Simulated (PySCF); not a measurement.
AlH3O3, SMILES [OH][Al]([OH])[OH] (connectivity only; charge and spin as stated), charge +1, multiplicity 2. Atoms are numbered in the order given.

```xyz
7

Al     0.0000     0.0000     0.0000
O     -1.6678     0.0000     0.0000
H     -2.6304     0.0000     0.0000
O      0.8339     1.4443     0.0000
H      1.3152     2.2780     0.0000
O      0.8339    -1.4443     0.0000
H      1.3152    -2.2780     0.0000
```
Charge +1, spin multiplicity 2.

The structure is a stationary point at r2SCAN-D4/def2-SVP. The spin state was assumed, not searched. The isomer is the one that the SMILES or the coordinates give; other isomers of the formula were not compared. The values are those of a single conformer.

These are ωB97X/def2-TZVPD (PySCF) values and carry that method's errors.

Mulliken values depend strongly on the basis, most of all with diffuse functions as here. ESP charges are fitted to the potential on shells at 1.4 to 2.0 van der Waals radii. Atomic charges (e):

```json
[
 {"atom": "Al1", "Mulliken": "0.49", "ESP fit": "…", "Mulliken spin": "-0.05"},
 {"atom": "O2", "Mulliken": "-0.23", "ESP fit": "…", "Mulliken spin": "0.36"},
 {"atom": "H3", "Mulliken": "0.40", "ESP fit": "…", "Mulliken spin": "-0.01"},
 {"atom": "O4", "Mulliken": "-0.23", "ESP fit": "…", "Mulliken spin": "0.36"},
 {"atom": "H5", "Mulliken": "0.40", "ESP fit": "…", "Mulliken spin": "-0.01"},
 {"atom": "O6", "Mulliken": "-0.23", "ESP fit": "…", "Mulliken spin": "0.36"},
 {"atom": "H7", "Mulliken": "0.40", "ESP fit": "…", "Mulliken spin": "-0.01"}
]
```

Problem. Fill in the missing entries. (An estimate is asked for; the answer gives what the named calculation found.)

Solution. 
- Al1, ESP fit: 1.78
- O2, ESP fit: -0.85
- H3, ESP fit: 0.59
- O4, ESP fit: -0.85
- H5, ESP fit: 0.59
- O6, ESP fit: -0.85
- H7, ESP fit: 0.59
